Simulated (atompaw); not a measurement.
# LDA (PW92) PAW (atompaw) dataset for tin (Sn), scalar-relativistic all-electron reference.

* Element: Sn
* Generator: atompaw 4.2.0.5
* Type: PAW
* Functional: LDA (PW92)
* Relativity: scalar-relativistic
* Frozen core: [Kr] 4d10
* Valence charge: 4
* Reference configuration: 5s2 5p2
* Partial waves: 5s (bound): rc 2.10 bohr; 5s channel at -0.25 Ry: rc 2.75 bohr; 5p (bound): rc 2.75 bohr; 5p channel at 1.6 Ry: rc 2.75 bohr; 5d channel at 0.35 Ry: rc 2.35 bohr; 5d channel at 0.65 Ry: rc 2.35 bohr
* Local potential: bessel scheme, radius 2.40 bohr
* Core correction: smooth core density matched at 1.65 bohr
* Augmentation charge: besselshape compensation charge, radius 2.45 bohr; PAW radius 2.75 bohr; waves and projectors: custom rrkj gramschmidtortho

All-electron outer shells of the reference configuration (LDA (PW92), scalar-relativistic, ld1.x):

```json
{"shell": "4p", "level (eV)": "-89.56", "outermost node (bohr)": "0.41", "outermost maximum (bohr)": "0.79"}
{"shell": "4d", "level (eV)": "-25.90", "outermost node (bohr)": "0.39", "outermost maximum (bohr)": "0.88"}
{"shell": "5s", "level (eV)": "-10.81", "outermost node (bohr)": "0.98", "outermost maximum (bohr)": "2.01"}
{"shell": "5p", "level (eV)": "-3.87", "outermost node (bohr)": "1.09", "outermost maximum (bohr)": "2.55"}
```

Task: Does the generator finish with these settings?

Result: Yes, a potential is produced.

Task: Estimate the cutoffs (Ry, on a coarse ladder) from which the occupation-weighted sum of valence levels, in a spherical-Bessel basis at the reference potential, stays within 10 and 1 mRy of its value at 400 Ry.

Result: 6 Ry and 10 Ry.

Task: What does a ghost test show?

Result: Ghost state, extra bound levels that the all-electron valence spectrum of the same l lacks: d at -16.2 eV. A true bound ghost makes a file unfit for plane-wave use.

Task: Is the overlap operator S = 1 + Σ q|β⟩⟨β| positive definite (Bessel basis up to 400 Ry)?

Result: Yes: its lowest eigenvalue is 0.05 (s channel).
